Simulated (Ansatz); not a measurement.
## Which method gave which barrier?

Saddle point of Si2H6Cl2, closed shell (Si₂H₅Cl ([SiH3][SiH2][Cl]) + HCl → SiH₃Cl ([SiH3][Cl]) + SiH₃Cl ([SiH3][Cl]); bonds formed: Si1–H6, Si2–Cl7; bonds broken: Si1–Si2, H6–Cl7), PBE0-D4/def2-TZVP structure:

```
10
angstrom
Si -0.9742 0.3460 -0.8895
Si 0.7320 -0.6556 0.7675
H -0.9024 -0.7846 -1.8395
H -0.9363 1.6571 -1.5737
Cl -2.6506 0.2665 0.2674
H 0.5155 0.7987 -0.0900
Cl 1.9892 1.5777 0.4043
H 0.6707 -0.2567 2.1825
H -0.3715 -1.6665 0.5919
H 1.9277 -1.2828 0.1791
```

Program: Ansatz 0.2.0. Basis: def2-TZVPP, with def2-QZVPP for the basis limit. Cores are frozen in the correlated methods. Extrapolation: Hartree–Fock as exp(−7.88 √X), correlation as X^−2.97. Four methods, as single points on the PBE0-D4 structures, gave these electronic barriers from the start structure: 132.8, 151.6, 168.7, 234.8 kJ/mol.

**Question.** The methods were, in alphabetical order, HF, MP2, PBE-D4, PBE0-D4. Which gave which? (A judgement: the text doesn't fix the answer.)

**Answer.** The calculation gives: PBE-D4 132.8; PBE0-D4 151.6; MP2 168.7; HF 234.8 kJ/mol. For comparison, CCSD(T) at an estimated basis limit (MP2 extrapolated from triple and quadruple zeta, plus CCSD(T) − MP2 in triple zeta) gives 170.0 kJ/mol.

T1 diagnostic: at most 0.013.

Labels in which every atom is bracketed show which atoms are joined, not bond orders.

For scale, one of the runs: CCSD(T)/def2-TZVPP, 252 basis functions, launched by `ansatz run in.yaml --threads 4 --pin off --events-out ev --progress --plain --max-ram 9574MiB`. Hardware: 4 CPU threads of an Intel Xeon, shared host. Wall time 93 s; peak host memory 4.7 GiB.
